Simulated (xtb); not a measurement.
C16H34Cu2N4, SMILES CC1=[N+](C(C)C)[Cu-][N](C(C)C)C(C)=[N+](C(C)C)[Cu-][N]1C(C)C, multiplicity 1. All values are semi-empirical tight-binding results from xtb (GFN2-xTB unless named), good for trends rather than for accurate numbers. Geometry optimised at GFN2-xTB. The spin state was assumed, not searched. Other conformers were not sampled.

For metal compounds this method's bond lengths and energies can be far off.

Computed properties:
```json
{
  "orbital_gap": "2.68 eV",
  "zero_point_energy": "302.6 kcal/mol",
  "G − E(el) at 298.15 K (modified RRHO)": "264.9 kcal/mol"
}
```
